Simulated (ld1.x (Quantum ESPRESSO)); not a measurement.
lithium, TM: configuration errors across variants

ld1.x (Quantum ESPRESSO) 7.5 input, shortened:

```
&input
   title='Li', zed=3., rel=0, dft='PBESOL', iswitch=3,
   config='[He] 2s0.75 2p0.25'
 /
 &inputp
   pseudotype=2, tm=.true., lloc=-1, rcloc=1.90,
   nlcc=.true., rcore=1.25
 /
2
2S  1  0   0.75   0.00  2.40  2.40  0.0
2P  2  1   0.25   0.00  4.20  4.20  0.0
 &test
   configts(1)='2s0.75 2p0.25'
 /
```

All-electron excitation energies from the reference (eV): (1) 2s1 2p0 -0.441; (2) 2s0.5 2p0 1.572; (3) 2s0 2p1 1.319.

Errors AE − PS in meV (a dash: test not solved or not reliable):

```csv
change,(1),(2),(3),bound ghosts
base,-0.4,+1.6,-4.4,none
wave 2p (bound): rc 4.20 bohr becomes 2p (bound): rc 2.84 bohr,+0.1,+0.4,+0.7,none
wave 2p (bound): rc 4.20 bohr becomes 2p (bound): rc 4.08 bohr,-0.4,+1.5,-4.0,none
wave 2p (bound): rc 4.20 bohr becomes 2p (bound): rc 4.88 bohr,-0.7,+2.5,-7.6,none
wave 2p (bound): rc 4.20 bohr becomes 2p (bound): rc 5.64 bohr,-1.0,+3.9,-11,none
wave 2p (bound): rc 4.20 bohr becomes 2p (bound): rc 6.00 bohr,-1.2,+4.9,-13,none
```

Q: Give the same row for: wave 2p (bound): rc 4.20 bohr becomes 2p (bound): rc 3.62 bohr.

A: -0.2, +1.0, -1.7; bound ghosts: none.
